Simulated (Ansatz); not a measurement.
A CCSD(T) single point on C2H7AlOSi, SMILES `[CH3][Al]1[O][CH]1[SiH3]`.

```yaml
crystal:
  periodic: [false, false, false]
  atoms:
    - {symbol: C, position_ang: [-2.587587, -0.784570, 0.155528]}
    - {symbol: Al, position_ang: [-0.760037, -0.258511, 0.489196]}
    - {symbol: O, position_ang: [0.695583, -0.864108, 1.142338]}
    - {symbol: C, position_ang: [0.934906, 0.550386, 0.672479]}
    - {symbol: Si, position_ang: [2.137412, 0.668100, -0.736377]}
    - {symbol: H, position_ang: [-2.613569, -1.626079, -0.541878]}
    - {symbol: H, position_ang: [-3.176528, 0.030484, -0.268255]}
    - {symbol: H, position_ang: [-3.063951, -1.108874, 1.084317]}
    - {symbol: H, position_ang: [1.132643, 1.226247, 1.508257]}
    - {symbol: H, position_ang: [1.654511, -0.181572, -1.865103]}
    - {symbol: H, position_ang: [2.208095, 2.078273, -1.214408]}
    - {symbol: H, position_ang: [3.515422, 0.215024, -0.392193]}
basis:
  gaussian: {orbitals: def2-SVP}
correlation: {method: ccsd_t}
```

```sh
$ ansatz run in.yaml --threads 4 --pin off --events-out ev --progress --plain --max-ram 10444MiB
```

Output of Ansatz, abridged:

```
Functional definition: HF
1108 factors; integrals over basis functions are off by at most 1.3e-3 eV
mean field evaluation 1: about -18640.9623 eV, gradient 4.1e1 eV
mean field evaluation 2: about -18640.9690 eV, gradient 4.1e1 eV
mean field evaluation 4: about -18645.2716 eV, gradient 4.5e0 eV
mean field evaluation 8: about -18645.3469 eV, gradient 5.4e-4 eV
mean field -18645.34692201 eV, -685.2038611138 hartree, gradient 1.5e-6 eV, S^2 0.000000; 0 other end points of the search recorded, 0 dependent functions left out
13 core orbitals not correlated: weight in the atoms' cores, before any rotation towards them, 1.000 or more for the frozen orbitals, at most 0.000 for the correlated occupied ones
reference -18645.34692201 eV, -685.2038611138 hartree; 14, 14 occupied and 86, 86 virtual orbitals, 1108 factors
second order -17.11796381 eV of doubles, -0.00000000 eV of singles
cycle   1  -17.87842948 eV  change   -7.6e-1 eV  update   1.2e-1
cycle   2  -18.40981890 eV  change   -5.3e-1 eV  update   3.7e-2
cycle   3  -18.57265471 eV  change   -1.6e-1 eV  update   2.4e-2
cycle   4  -18.56960222 eV  change    3.1e-3 eV  update   7.0e-3
cycle   5  -18.56753407 eV  change    2.1e-3 eV  update   3.7e-3
cycle   6  -18.56801707 eV  change   -4.8e-4 eV  update   1.3e-3
cycle   7  -18.56761915 eV  change    4.0e-4 eV  update   5.7e-4
cycle   8  -18.56763472 eV  change   -1.6e-5 eV  update   1.9e-4
cycle   9  -18.56772191 eV  change   -8.7e-5 eV  update   6.8e-5
cycle  10  -18.56770619 eV  change    1.6e-5 eV  update   2.6e-5
perturbative correction -0.57426978 eV, -0.0211040253 hartree
Total energy: -18664.48889799 eV, -685.9073157560 hartree
```

Hardware: 4 threads of an Arm Neoverse V1 on a shared host. Wall time 5.5 s, peak host memory 0.59 GiB.

Correlation energy per correlated electron: -0.684 eV. T1 diagnostic: 0.0161.
